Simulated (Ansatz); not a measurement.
A further run on InCl2F.

```yaml
crystal:
  periodic: [false, false, false]
  atoms:
    - {symbol: In, position_ang: [-0.033841, -0.057008, 0.000195]}
    - {symbol: Cl, position_ang: [2.283292, -0.148272, 0.013999]}
    - {symbol: Cl, position_ang: [-1.223616, 1.933415, -0.016488]}
    - {symbol: F, position_ang: [-1.025835, -1.728135, 0.002293]}
basis:
  gaussian: {orbitals: def2-TZVP}
magnetization: {spin_polarized: true, initial_magnetization: 0}
hamiltonian: {xc: {name: CAM-B3LYP}, dispersion: d3bj}
scf: {omitted_lower_state_checks: [starts]}
```

```sh
$ ansatz run in.yaml --threads 4 --pin off --events-out ev --progress --plain --max-ram 3916MiB
```

It prints (some lines left out):

```
Functional definition: CAM-B3LYP
1147 factors; their error is unknown
234 factors; integrals over basis functions are off by at most 2.8e-5 eV
mean field evaluation 1: about -32937.4268 eV, gradient 3.3e1 eV
mean field evaluation 2: about -32930.9925 eV, gradient 5.9e1 eV
mean field evaluation 4: about -32941.0914 eV, gradient 1.7e0 eV
mean field evaluation 8: about -32941.0998 eV, gradient 1.7e-2 eV
mean field evaluation 16: about -32941.1960 eV, gradient 2.3e-5 eV
mean field -32941.19595845 eV, -1210.5666231285 hartree, gradient 5.6e-6 eV, S^2 0.000000; 0 other end points of the search recorded, 0 dependent functions left out
reference -32941.19609247 eV, -1210.5666280536 hartree; 32, 32 occupied and 123, 123 virtual orbitals, 1147 factors
Total energy: -32941.29106450 eV, -1210.5701182112 hartree
Checks for a lower state left out: starts
```

It took 4.1 s on 4 threads of Intel Xeon on a shared host, peak host memory 0.61 GiB.

In the def2 sets In takes a core potential; there is no spin–orbit coupling.
